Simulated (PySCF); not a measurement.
## Calculated data, AlGeH₂O₂

Computed with PySCF 2.14.0. Calculation on a computer-drawn molecule: optimised geometry and harmonic frequencies of an isolated molecule of the commonest isotopes, restricted reference for singlets and unrestricted otherwise, frozen core in MP2; on germanium a core potential holds 10 electrons, which the energies leave out, and 3d is frozen in MP2 and coupled-cluster steps.

AlGeH₂O₂

Start structure:
```xyz
6
AlGeH2O2
O      2.4440    -0.1212     2.7076
Al     1.4293    -0.8273     1.7318
O      0.3751    -1.5635     0.7093
Ge    -0.6883    -2.3540    -0.4873
H     -0.9867    -3.7622     0.0464
H     -1.9498    -1.4867    -0.6011
```

- charge: 0
- multiplicity: 2
- method: MP2
- basis: cc-pV(D+d)Z
- basis and core potential on germanium: cc-pVDZ-PP ECP10MDF
- rotational constants: 59.36, 1.078, 1.074 GHz
- total energy: -686.7248 hartree
- spin squared: 0.7544
- convergence status largest gradient component: 6.981e-06 hartree/bohr

Drawn bonds:
```csv
atom,other atom,order
1,2,2
2,3,1
3,4,1
4,5,1
4,6,1
```

Optimised structure:
```xyz
6
AlGeH2O2
O      2.6343    -0.0824     2.5614
Al     1.3992    -0.8215     1.7972
O      0.1111    -1.5841     1.0287
Ge    -0.6438    -2.3235    -0.4459
H     -0.9560    -3.7920    -0.0926
H     -1.9212    -1.5114    -0.7420
```

Modes:
```csv
frequency (cm⁻¹),reduced mass (dalton)
28.15,1.614
53.86,13.8
200,17.5
202.7,20.94
412.8,15.75
649.1,1.087
729.6,1.11
862.7,1.164
906.6,5.085
1151,18.17
2126,1.015
2162,1.027
```
